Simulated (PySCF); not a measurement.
Bromine: a sound run and one with changed settings

Sound run: Br⁺ [Ar] 3d10 4s2 4p4, Br²⁺ [Ar] 3d10 4s2 4p3. Calculation: PySCF 2.14, in cc-pVTZ-DK (6s5p3d1f, 43 functions); scalar relativity by spin-free X2C-1e. The sound run starts from symmetry-adapted Hartree-Fock orbitals and uses a fine grid where one is needed.

Changed run: radial step 0.5 in ln r (0.13 in the sound run). This setting is unsound on purpose.

| species | method | sound run (hartree) | changed run (hartree) | converged |
| --- | --- | --- | --- | --- |
| Br⁺ | UHF | -2604.01847 | -2604.01847 | yes |
| Br⁺ | PBE | -2605.43155 | -2605.44742 | yes |
| Br⁺ | M06-L | -2605.68795 | -2605.62958 | yes |
| Br²⁺ | UHF | -2603.27493 | -2603.27493 | yes |
| Br²⁺ | PBE | -2604.64640 | -2604.66138 | yes |
| Br²⁺ | M06-L | -2604.91073 | -2604.83768 | yes |

Ionisation energy of Br⁺:

| method | sound run (eV) | changed run (eV) |
| --- | --- | --- |
| UHF | 20.233 | 20.233 |
| PBE | 21.365 | 21.389 |
| M06-L | 21.149 | 21.549 |

A coarse radial grid mis-integrates the density and the exchange-correlation energy, with errors of either sign; Hartree-Fock needs no grid.

For comparison, NIST gives 21.591 eV between the lowest levels.
